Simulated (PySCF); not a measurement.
Several species in one continuum solvent.

All values: PBE0/pcSseg-1 (PySCF, non-relativistic), each on one gas-phase PBE0-D3(BJ)/def2-SVP geometry that isn't relaxed in the solvent. The solvent is an IEF-PCM continuum (Bondi radii, 1.10 Å for H, scaled by 1.2). Specific hydrogen bonds and non-electrostatic terms are outside this model.

**Question.** Order them by E(solvent) − E(gas) in chloroform (ε = 4.711), most negative first (kcal/mol).
A. `[CH:1]#[C:2][C@@H:3]1[CH2:4][C@H:5]1[SiH2:6][NH2:7]` with C4–C5–Si6–N7 45°, C5–Si6–N7–H -136° and 83°
B. `[N:1]#[C:2][CH2:3][C@@H:4]1[CH2:5][CH2:6][SiH2:7]1` with C2–C3–C4–C5 175°, C3–C4–C5–C6 -151°, C4–C5–C6–Si7 24°, C5–C6–Si7–C4 -19°, C3–C4–Si7–C6 140°
C. `[CH:1]#[C:2][Si:3]1([NH:4][CH3:5])[CH2:6][CH2:7]1` with C2–Si3–N4–C5 -69°
D. `[CH:1]#[C:2][C@H:3]1[CH2:4][CH2:5][SiH2:6][NH:7]1` with C2–C3–C4–C5 79°, C3–C4–C5–Si6 36°, C4–C5–Si6–N7 -16°, C5–Si6–N7–C3 -10°
E. `[CH3:1]/[CH:2]=[CH:3]/[C:4]([C:5]#[N:6])=[CH:7]\[CH2:8][CH3:9]` with C2–C3–C4–C5 0°, C4–C7–C8–C9 -120°

**Answer.** E (-4.8), B (-4.6), A (-4.1), C (-3.5), D (-3.1).

```tsv
SMILES	charge	ΔE (kcal/mol)	polarisation term (kcal/mol)	HOMO shift (eV)	dipole gas (D)	dipole solvent (D)	atoms
C/C=C/C(C#N)=C\CC	0	-4.8	-5.6	+0.09	4.50	5.52	20
N#CC[C@@H]1CC[SiH2]1	0	-4.6	-5.4	+0.28	4.29	5.15	16
C#C[C@@H]1C[C@H]1[SiH2]N	0	-4.1	-4.4	-0.08	1.50	1.76	16
C#C[Si]1(NC)CC1	0	-3.5	-3.8	-0.06	1.36	1.58	16
C#C[C@H]1CC[SiH2]N1	0	-3.1	-3.3	0.00	0.43	0.52	16
```

The polarisation term is half the interaction of the solute with the induced surface charges.
